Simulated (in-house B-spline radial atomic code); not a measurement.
## Ionising Ar⁶⁺ with different functionals

Computed with an all-electron radial atomic-structure program (B-spline basis): four-component Dirac-Coulomb Hamiltonian, Fermi nucleus of rms radius 3.4274 fm, spin-restricted, spherical fractional occupations for the functionals. The ionisation energy is the difference of two self-consistent energies, [Ne] 3s2 → [Ne] 3s1, without Breit or QED terms; ε is the level of the shell that loses the electron (mean over j).

Hybrids are left out here: with spherical fractional occupations of an open shell their exact exchange keeps a self-interaction that integer-occupation calculations don't have.

```json
{"method": "LDA VWN5", "rung": "LDA", "ΔSCF (eV)": "125.35", "-ε(3s) (eV)": "116.18"}
{"method": "relativistic LDA", "rung": "LDA", "ΔSCF (eV)": "125.29", "-ε(3s) (eV)": "116.12"}
{"method": "LDA PW92", "rung": "LDA", "ΔSCF (eV)": "125.34", "-ε(3s) (eV)": "116.17"}
{"method": "LDA exchange-only", "rung": "LDA", "ΔSCF (eV)": "123.71", "-ε(3s) (eV)": "114.52"}
{"method": "PBE", "rung": "GGA", "ΔSCF (eV)": "125.16", "-ε(3s) (eV)": "116.05"}
{"method": "PBEsol", "rung": "GGA", "ΔSCF (eV)": "125.00", "-ε(3s) (eV)": "115.94"}
{"method": "BLYP", "rung": "GGA", "ΔSCF (eV)": "125.30", "-ε(3s) (eV)": "116.09"}
{"method": "RPBE", "rung": "GGA", "ΔSCF (eV)": "124.95", "-ε(3s) (eV)": "115.93"}
{"method": "PW91", "rung": "GGA", "ΔSCF (eV)": "125.30", "-ε(3s) (eV)": "116.19"}
{"method": "BP86", "rung": "GGA", "ΔSCF (eV)": "125.32", "-ε(3s) (eV)": "116.24"}
{"method": "AM05", "rung": "GGA", "ΔSCF (eV)": "124.92", "-ε(3s) (eV)": "115.88"}
{"method": "OLYP", "rung": "GGA", "ΔSCF (eV)": "124.70", "-ε(3s) (eV)": "115.84"}
```

Question: How do they compare with the NIST value?

Answer: NIST lists 124.41 eV ± 0.06 (semi-empirical, ground level to ground level). Errors run from -0.70 to +0.94 eV; OLYP is closest (+0.29 eV), but part of that can be cancellation, since the calculations leave out Breit-QED terms, spin polarisation, the near-degeneracy of s² and p².
